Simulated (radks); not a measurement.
Trend from Zr2+ to Cd2+: ionisation energy by Delta-SCF between NIST ground configurations, and size. Calculated with a radial shooting solver on a logarithmic mesh with Libxc functionals: Dirac Kohn-Sham, LDA (Slater exchange, Perdew-Wang correlation), spin-unpolarised, spherical densities, finite nucleus; open shells are shared between the two j in proportion to 2j + 1; Fermi nuclear charge, rms radius of each element as measured or else 0.836 A^(1/3) + 0.57 fm.

[
 {"species": "Zr2+", "configuration": "[Kr] 4d2", "configuration of the ion": "[Kr] 4d1", "IE (eV)": "22.817", "NIST (eV)": "23.170", "kind": "semi-emp.", "outermost": "4d5/2", "<r> outermost (bohr)": "2.01", "r at 0.001 e/bohr^3 (bohr)": "3.65"},
 {"species": "Nb2+", "configuration": "[Kr] 4d3", "configuration of the ion": "[Kr] 4d2", "IE (eV)": "24.931", "NIST (eV)": "25.040", "kind": "semi-emp.", "outermost": "4d5/2", "<r> outermost (bohr)": "1.86", "r at 0.001 e/bohr^3 (bohr)": "3.65"},
 {"species": "Mo2+", "configuration": "[Kr] 4d4", "configuration of the ion": "[Kr] 4d3", "IE (eV)": "26.960", "NIST (eV)": "27.1", "kind": "semi-emp.", "outermost": "4d5/2", "<r> outermost (bohr)": "1.74", "r at 0.001 e/bohr^3 (bohr)": "3.61"},
 {"species": "Tc2+", "configuration": "[Kr] 4d5", "configuration of the ion": "[Kr] 4d4", "IE (eV)": "28.927", "NIST (eV)": "29.550", "kind": "semi-emp.", "outermost": "4d5/2", "<r> outermost (bohr)": "1.63", "r at 0.001 e/bohr^3 (bohr)": "3.55"},
 {"species": "Ru2+", "configuration": "[Kr] 4d6", "configuration of the ion": "[Kr] 4d5", "IE (eV)": "30.848", "NIST (eV)": "28.470", "kind": "semi-emp.", "outermost": "4d5/2", "<r> outermost (bohr)": "1.53", "r at 0.001 e/bohr^3 (bohr)": "3.49"},
 {"species": "Rh2+", "configuration": "[Kr] 4d7", "configuration of the ion": "[Kr] 4d6", "IE (eV)": "32.736", "NIST (eV)": "31.060", "kind": "semi-emp.", "outermost": "4d5/2", "<r> outermost (bohr)": "1.45", "r at 0.001 e/bohr^3 (bohr)": "3.43"},
 {"species": "Pd2+", "configuration": "[Kr] 4d8", "configuration of the ion": "[Kr] 4d7", "IE (eV)": "34.597", "NIST (eV)": "32.930", "kind": "semi-emp.", "outermost": "4d5/2", "<r> outermost (bohr)": "1.38", "r at 0.001 e/bohr^3 (bohr)": "3.36"},
 {"species": "Ag2+", "configuration": "[Kr] 4d9", "configuration of the ion": "[Kr] 4d8", "IE (eV)": "36.436", "NIST (eV)": "34.8", "kind": "semi-emp.", "outermost": "4d5/2", "<r> outermost (bohr)": "1.32", "r at 0.001 e/bohr^3 (bohr)": "3.30"},
 {"species": "Cd2+", "configuration": "[Kr] 4d10", "configuration of the ion": "[Kr] 4d9", "IE (eV)": "38.259", "NIST (eV)": "37.47", "kind": "exp.", "outermost": "4d5/2", "<r> outermost (bohr)": "1.26", "r at 0.001 e/bohr^3 (bohr)": "3.24"}
]

Reference values: NIST Atomic Spectra Database (exp. = measured, semi-emp. = semi-empirical, theory = theoretical value adopted there). Spin polarisation and multiplet splitting are left out, so open shells lie too high by an amount that depends on their filling. Sharing an open shell by 2j + 1 raises it above the true ground level by a part of the spin-orbit splitting, which enters the differences from NIST.

Beside tabulated values, note that spin-unpolarised runs miss the spin-polarisation part of the exchange energy of open shells.
